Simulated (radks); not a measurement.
The numbers below are computed, except where a source is named.
Coulomb parameter of the 4d shell of neutral niobium in the model configuration [Kr] 4d4 5s1, as a second difference U = [E(n + 0.5) + E(n - 0.5) - 2 E(n)] / (0.5)^2 with all orbitals relaxed. "Bare": the charge of the atom changes with n. "Screened": the 5s shell takes up the change at fixed total charge, which measures U(4d,4d) + U(5s,5s) - 2 U(4d,5s). Level of theory: scalar-relativistic Kohn-Sham, LDA (Slater exchange, Perdew-Wang correlation), spin-unpolarised, spherical densities, finite nucleus; Fermi nuclear charge, rms radius 4.324 fm (a radial shooting solver on a logarithmic mesh with Libxc functionals).

| case | configuration | E - E(n) (eV) |
|---|---|---|
| start | [Kr] 4d4 5s1 | 0.000 |
| bare +0.5 | [Kr] 4d4.5 5s1 | -0.786 |
| bare -0.5 | [Kr] 4d3.5 5s1 | 2.551 |
| screened +0.5 | [Kr] 4d4.5 5s0.5 | 0.582 |
| screened -0.5 | [Kr] 4d3.5 5s1.5 | -0.391 |

U(bare) = 7.064 eV, U(screened by 5s) = 0.762 eV, against the Slater integral F0(4d,4d) = 11.363 eV with frozen orbitals. The step up makes a negative ion, whose loosely bound charge lowers the bare value.
